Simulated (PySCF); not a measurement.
The multiplicity is imposed and other spin states were not computed.

**[Zn(CH3)(OH)] (charge 0, multiplicity 1)**

All values below come from TPSSh-D3(BJ)/def2-TZVP // PBE-D3(BJ)/def2-SVP (PySCF 2.14.0).

The HOMO is -7.06 eV. The dipole moment is 1.86 D. The LUMO is -0.69 eV, the HOMO–LUMO gap is 6.38 eV and the charge on the central atom (Mulliken) is 0.45 e. The charge on the central atom (meta-Löwdin) comes out as 1.14 e, the total energy is -51570.92 eV and the cost is about 90 core-seconds (a rough figure).

```xyz
7

Zn     0.0421     0.0220     0.0485
C     -1.6344     0.8406     0.5333
H     -1.9902     1.5153    -0.2718
H     -1.5319     1.4412     1.4598
H     -2.4155     0.0730     0.7082
O      1.5340    -0.7779    -0.5318
H      2.2657    -0.7215     0.1092
```
